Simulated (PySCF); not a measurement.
# Hg⁺: ionisation energy

Hg⁺ [Xe] 4f14 5d10 6s1 (2S) → Hg²⁺ [Xe] 4f14 5d10 (1S), as a difference of total energies. All numbers are calculated (PySCF 2.14, scalar relativity through the core potential, in aug-cc-pVTZ-PP with one added diffuse shell each of s, p, d, f, g type with ECP60MDF (7s7p6d4f3g, 113 functions)). Correlated levels: valence: 5s2 5p6 frozen. The calculations carry no spin-orbit coupling.

```
           method  ionisation energy (eV)
              UHF                  17.114
              LDA                  19.525
              PBE                  19.115
             PBE0                  18.785
           r2SCAN                  19.014
          wB97X-V                  18.438
              M06                  18.539
           B2PLYP                  18.766
    MP2 (valence)                  18.680
SCS-MP2 (valence)                  18.462
```

How much does correlation contribute at MP2 (valence)?

18.680 − (17.114) = 1.566 eV, measured against UHF.

Errors of the correlated levels include the incompleteness of this basis and the frozen core.

For comparison: 18.757 eV (measured; NIST Atomic Spectra Database, ionization energies).
